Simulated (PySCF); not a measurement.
# Ag⁴⁶⁺ (silver, charge +46) across methods

1s1, 2S determinant. Computed with PySCF 2.14 in an uncontracted even-tempered set (17 s from 86 bohr⁻², ratio 2.2; 7 p from 130 bohr⁻², ratio 2.4; 4 d from 390 bohr⁻², ratio 2.4; 3 f from 590 bohr⁻², ratio 2.4; 3 g from 880 bohr⁻², ratio 2.4), with the spin-free X2C one-electron Hamiltonian (Gaussian nucleus).

```tsv
method	E (hartree)	mean ε 1s α (eV)	Σ⟨r²⟩ (bohr²)	⟨S²⟩
BP86	-1139.06	-30681.2	0.001229	0.750
r2SCAN0	-1139.05	-30783.2	0.001228	0.750
r2SCAN	-1139.06	-30713.0	0.001228	0.750
PBE	-1138.82	-30676.0	0.001229	0.750
LDA	-1136.89	-30631.9	0.001231	0.750
UHF	-1138.99528	-30993.6	0.001227	0.750
PBE0	-1138.86	-30755.4	0.001229	0.750
```

For one electron the Hartree and exchange-correlation energies should cancel; what remains is the self-interaction error.
